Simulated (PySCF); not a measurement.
Point-charge models of `C[C@@H]1[SiH2]C[Si@H]1P` against its computed dipole.

Coordinates (GFN2-xTB, Å) and charges (e) from the PBE0/pcSseg-1 density (PySCF):

| atom | x | y | z | Mulliken | IAO | Hirshfeld | ESP-fitted |
| --- | --- | --- | --- | --- | --- | --- | --- |
| C1 | -1.864 | 1.076 | 0.431 | -0.1996 | -0.3997 | -0.1227 | -0.4870 |
| C2 | -0.846 | 0.292 | -0.385 | -0.8345 | -0.6405 | -0.1967 | +0.0785 |
| Si3 | -0.877 | -1.621 | -0.159 | +0.6882 | +0.7518 | +0.3414 | +0.2843 |
| C4 | 0.919 | -1.515 | 0.505 | -0.8118 | -0.8282 | -0.2599 | -0.4362 |
| Si5 | 0.983 | 0.383 | 0.222 | +0.6069 | +0.7152 | +0.3076 | +0.3806 |
| P6 | 2.368 | 0.915 | -1.463 | -0.2064 | -0.1089 | -0.0205 | -0.3891 |
| H7 | -2.878 | 0.863 | 0.094 | +0.1175 | +0.1378 | +0.0374 | +0.1121 |
| H8 | -1.696 | 2.148 | 0.343 | +0.1162 | +0.1366 | +0.0364 | +0.1145 |
| H9 | -1.797 | 0.810 | 1.484 | +0.1090 | +0.1311 | +0.0353 | +0.1259 |
| H10 | -0.948 | 0.589 | -1.432 | +0.1666 | +0.1470 | +0.0276 | +0.0262 |
| H11 | -1.029 | -2.378 | -1.399 | -0.0755 | -0.1184 | -0.0764 | -0.0976 |
| H12 | -1.848 | -2.069 | 0.840 | -0.0811 | -0.1222 | -0.0767 | -0.0696 |
| H13 | 1.027 | -1.817 | 1.542 | +0.1661 | +0.1619 | +0.0345 | +0.1042 |
| H14 | 1.648 | -2.084 | -0.066 | +0.1680 | +0.1601 | +0.0318 | +0.1349 |
| H15 | 1.182 | 1.174 | 1.450 | -0.0457 | -0.1193 | -0.0788 | -0.1188 |
| H16 | 2.155 | 2.277 | -1.352 | +0.0573 | -0.0023 | -0.0101 | +0.1119 |
| H17 | 3.496 | 0.970 | -0.665 | +0.0586 | -0.0019 | -0.0103 | +0.1252 |

Q: What dipole does each set of charges give (1 e·Å = 4.803 D), and what does the density give?

A: The full density gives (-0.16, 0.43, 0.83) D, 0.95 D in size; dipole vectors point from the negative to the positive end.

```json
{"scheme": "Mulliken", "μx": "-0.50", "μy": "0.32", "μz": "1.09", "size (D)": "1.24", "share of the full size (%)": "131", "angle to the full dipole (°)": "17"}
{"scheme": "IAO", "μx": "-0.32", "μy": "-0.20", "μz": "0.16", "size (D)": "0.41", "share of the full size (%)": "43", "angle to the full dipole (°)": "75"}
{"scheme": "Hirshfeld", "μx": "0.04", "μy": "-0.04", "μz": "-0.17", "size (D)": "0.18", "share of the full size (%)": "19", "angle to the full dipole (°)": "166"}
{"scheme": "ESP-fitted", "μx": "-0.13", "μy": "0.44", "μz": "0.82", "size (D)": "0.94", "share of the full size (%)": "99", "angle to the full dipole (°)": "2"}
```

Q: Which set comes closest?

A: Length of the difference vector: ESP-fitted 0.04 D, Mulliken 0.43 D, IAO 0.93 D, Hirshfeld 1.13 D. Closest: ESP-fitted. ESP charges are fitted to the potential around the molecule, whose slowest-falling term is the dipole's. 

Q: What is left for the Hirshfeld atoms' own dipoles?

A: The Hirshfeld atoms' densities add up to the full density, so μ = Σ q r + Σ (atomic dipoles). The atomic dipoles sum to (-0.16, 0.43, 0.83) − (0.04, -0.04, -0.17) = (-0.20, 0.47, 1.00) D, 1.13 D in size.

Q: With the origin at the mean of the coordinates, (0.000, 0.001, -0.001) Å, which are the largest single terms, by size, of the Mulliken dipole along the direction of the full one?

A: Si3 -2.36, C4 +1.54, P6 +1.27, C1 -1.13, H9 +1.03 D; all 17 atoms together +1.19 D. The single terms depend on the origin, their sum doesn't.

Q: Give the size of the full dipole in other units.

A: 0.95 D = 0.374 au = 0.198 e·Å = 3.17 × 10⁻³⁰ C·m.

Geometry: GFN2-xTB, one conformer, isolated molecule.

Shape of the structure used: `[CH3:1][C@@H:2]1[SiH2:3][CH2:4][Si@H:5]1[PH2:6]`: H–P6–Si5–C4 180°, H–P6–Si5–C4 -87°.
